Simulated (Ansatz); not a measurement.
```xyz
11

C     1.3946    0.0096   -0.0015
C     0.7808    1.2270    0.0002
C    -0.6345    1.2112    0.0092
C    -1.3236    0.0044   -0.0088
C    -0.6282   -1.2145   -0.0095
C     0.7666   -1.2181   -0.0045
H     1.3225    2.1771   -0.0014
H    -1.1767    2.1497    0.0029
H    -2.4230    0.0001   -0.0058
H    -1.1735   -2.1576    0.0057
H     1.3328   -2.1640   -0.0064
```

Basis set: cc-pVDZ (spherical functions). Left uncorrelated: 6 orbitals. Charge 0, multiplicity 2.

Computed with Ansatz (development build ahead of 0.2.0); each method stands on the lowest determinant of its kind that the runs found.

The atomization energy at this shape (free ground-state atoms in the same class of orbitals less the molecule, no zero-point energy) of doublet C₆H₅:

```csv
method,atomization energy
UHF,39.88 eV
```

**Question.** What does UHF-MP2 give?

**Answer.** 50.62 eV. Caution: the unrestricted determinant is spin contaminated.
